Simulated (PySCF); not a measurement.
Ga(Cl)(GeH3)2, SMILES [Cl][Ga]([GeH3])[GeH3], PBE0/def2-SVP optimised geometry.

```
10

Ga    -1.18     1.54     0.00
Cl    -1.11     2.48     1.96
Ge    -0.37    -0.77     0.00
H      1.18    -0.77     0.00
H     -0.85    -1.53     1.25
H     -0.84    -1.54    -1.25
Ge    -2.04     2.99    -1.77
H     -3.57     2.78    -1.90
H     -1.78     4.47    -1.47
H     -1.41     2.63    -3.14
```

Density from PBE0/def2-TZVP (PySCF) at that geometry.

Minimum of the electron density along straight lines between bonded atoms, close to the bond critical point (lines longer than 1.1 times the sum of covalent radii, or with two minima, are not listed):

| bond | length / Å | ρ at the minimum / e bohr⁻³ | ∇²ρ there / e bohr⁻⁵ | position (fraction from the first atom) |
|---|---|---|---|---|
| Ga1–Cl2 | 2.176 | 0.091 | 0.26 | 0.44 |
| Ga1–Ge3 | 2.448 | 0.077 | -0.06 | 0.47 |
| Ge3–H4 | 1.542 | 0.130 | 0.06 | 0.59 |
| Ge3–H5 | 1.540 | 0.132 | 0.05 | 0.59 |
| Ge3–H6 | 1.542 | 0.131 | 0.06 | 0.59 |
| Ga1–Ge7 | 2.448 | 0.077 | -0.06 | 0.47 |
| Ge7–H8 | 1.543 | 0.130 | 0.06 | 0.59 |
| Ge7–H9 | 1.539 | 0.132 | 0.05 | 0.59 |
| Ge7–H10 | 1.542 | 0.131 | 0.06 | 0.59 |
